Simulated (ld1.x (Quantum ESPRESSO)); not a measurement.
## barium, ultrasoft: configuration errors across variants

barium, ultrasoft, made with ld1.x (Quantum ESPRESSO) 7.5 (LDA (PZ), scalar-relativistic). Core [Kr] 4d10, reference 5s2 5p6 5d0 6s2 6p0. Waves: 5s (bound): rcut 2.45, rcutus 2.95 bohr; 6s (bound): rcut 2.45, rcutus 2.95 bohr; 5p (bound): rcut 2.65, rcutus 3.30 bohr; 6p (bound, empty): rcut 2.65, rcutus 3.30 bohr; 5d (bound, empty): rcut 3.40, rcutus 4.55 bohr; 5d channel at 5 Ry: rcut 3.40, rcutus 4.55 bohr. Local part: all-electron potential smoothed inside 4.00 bohr (lloc = -2). Core correction: none. Augmentation charge: built from norm-conserving waves at rcut, not smoothed further.

All-electron excitation energies from the reference (eV): (1) 5s2 5p6 5d0 6s1 6p0 5.543; (2) 5s2 5p6 5d0 6s0 6p0 15.713; (3) 5s2 5p6 5d0 6s1.5 6p0 2.211; (4) 5s2 5p6 5d0 6s0 6p2 4.367; (5) 5s2 5p6 5d0 6s0 6p1 8.250; (6) 5s1 5p6 5d0 6s2 6p0 38.967; (7) 5s2 5p6 5d0.5 6s1.5 6p0 0.643; (8) 5s2 5p6 5d0 6s1 6p0 spin 5.396; (9) 5s2 5p6 5d0 6s1.5 6p0 spin 2.183.

Spin tests fill each open shell by Hund’s rule, majority spin first.

4 further variants failed, have other tests or too few solved ones, and are left out.

The file “base” misses its own reference levels by 2.2 eV. The file “waves 5s (bound): rcut 1.88, rcutus 2.00 bohr; 6s (bound): rcut 1.88, rcutus 2.00 bohr” misses its own reference levels by 0.8 eV. The file “waves 5s (bound): rcut 2.16, rcutus 2.30 bohr; 6s (bound): rcut 2.16, rcutus 2.30 bohr” misses its own reference levels by 1.5 eV.

Errors AE − PS in meV (a dash: test not solved or not reliable):

| change | (1) | (2) | (3) | (4) | (5) | (6) | (7) | (8) | (9) | bound ghosts |
| --- | --- | --- | --- | --- | --- | --- | --- | --- | --- | --- |
| base | +696 | +2221 | +265 | +1309 | +1581 | -3168 | +735 | +698 | +264 | not determined |
| waves 5s (bound): rcut 1.88, rcutus 2.00 bohr; 6s (bound): rcut 1.88, rcutus 2.00 bohr | +393 | +1290 | +154 | +580 | +884 | -851 | +348 | – | – | not determined |
| waves 5s (bound): rcut 2.16, rcutus 2.30 bohr; 6s (bound): rcut 2.16, rcutus 2.30 bohr | +551 | +1743 | +212 | +846 | +1124 | -1745 | +542 | +587 | +217 | not determined |

(1) Give the same row for: waves 5s (bound): rcut 2.45, rcutus 2.74 bohr; 6s (bound): rcut 2.45, rcutus 2.74 bohr.

## Answers

(1) +681, +2174, +259, +1260, +1533, -3116, +719, +683, +258; bound ghosts: not determined.
